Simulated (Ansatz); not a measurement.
`[F][Ga]([Cl])[Br]` + GeH₄ → `[F][Ga]([Cl])[GeH3]` + HBr  (formal exchange of groups at a Ga–Br bond)

Calculated with Ansatz (gas phase, PBE0-D4/def2-TZVP geometries, no zero-point term in ΔE). CBS: MP2 limit from def2 TZ/QZ plus the TZ coupled-cluster correction, frozen cores. DFT in def2-TZVPP. For Br, Ga, Ge outer-core shells are correlated without core-valence functions, which leaves a few kJ/mol of doubt a bond. Scalar relativity is left out up to krypton.

CCSD(T)/CBS gives +62.7 kJ/mol.

(1) Another level gave +63.5 kJ/mol. Which?
A. RPA@PBE/def2-TZVPP
B. revPBE-D4/def2-TZVPP
C. r2SCAN0-D4/def2-TZVPP
D. LDA (SPW92)/def2-TZVPP

Largest T1 diagnostic among the species: 0.013.

Answers

(1) A. RPA@PBE/def2-TZVPP 63.5, revPBE-D4 55.0, LDA (SPW92) 50.7, r2SCAN0-D4 67.9 kJ/mol.

At CCSD(T), def2-SVP lies +11.0 kJ/mol from the extrapolated value and def2-TZVPP +3.7 kJ/mol. From PBE to PBE0 (25 % exact exchange), in def2-TZVPP and without D4, ΔE moves by +7.9 kJ/mol.
